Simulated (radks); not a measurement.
Values are calculated unless marked as measured or tabulated.
Spherical quantum dot in the effective-mass picture: electrons in a well V = -V0 / (1 + exp((r - R)/a)) with V0 = 38.1, R = 1.67, a = 0.1, with a point charge +1 (a donor) at the centre, all in effective atomic units (hartree* = m*/eps^2 hartree, bohr* = eps/m* bohr), one dielectric constant everywhere. Level of theory: non-relativistic Kohn-Sham, r2SCAN, spin-polarised, spherical densities, generalised Kohn-Sham scheme (a radial shooting solver with Libxc functionals). Levels are named by radial order and angular momentum (1s, 1p, 1d, 2s, ...), and open shells are averaged over m.

N = 7, configuration 1s2 1p(up 3, down 2). This is the lowest configuration that the search found. Occupied and some empty levels:

| level | occupation | eigenvalue (hartree*) | <r> (bohr*) |
|---|---|---|---|
| 1s up | 1 | -31.862 | 0.8329 |
| 1s down | 1 | -31.798 | 0.8292 |
| 1p up | 3 | -29.953 | 1.009 |
| 1p down | 2 | -29.862 | 1.009 |
| 1d up | 0 | -27.638 | 1.105 |
| 1d down | 0 | -27.535 | 1.105 |
| 2s up | 0 | -26.853 | 0.8326 |
| 2s down | 0 | -26.797 | 0.8336 |
| 1f up | 0 | -24.856 | 1.173 |
| 1f down | 0 | -24.741 | 1.174 |

Energy (hartree*): total -234.322, kinetic 18.849, external -270.98, Hartree 22.893, exchange-correlation -5.0883.

Electron density:

| r (bohr*) | n(r) (e/bohr*^3) |
|---|---|
| 0.0401 | 1.146 |
| 0.141 | 0.9988 |
| 0.242 | 0.9346 |
| 0.342 | 0.9236 |
| 0.443 | 0.9406 |
| 0.544 | 0.9637 |
| 0.645 | 0.9738 |
| 0.746 | 0.9551 |
| 0.846 | 0.8972 |
| 0.947 | 0.7967 |
| 1.05 | 0.6582 |
| 1.15 | 0.4972 |
| 1.25 | 0.3366 |
| 1.35 | 0.1958 |
| 1.45 | 0.09384 |
| 1.55 | 0.03524 |
| 1.65 | 0.01026 |
| 1.75 | 0.002333 |
| 1.85 | 0.0004569 |
| 1.96 | 0.00008326 |
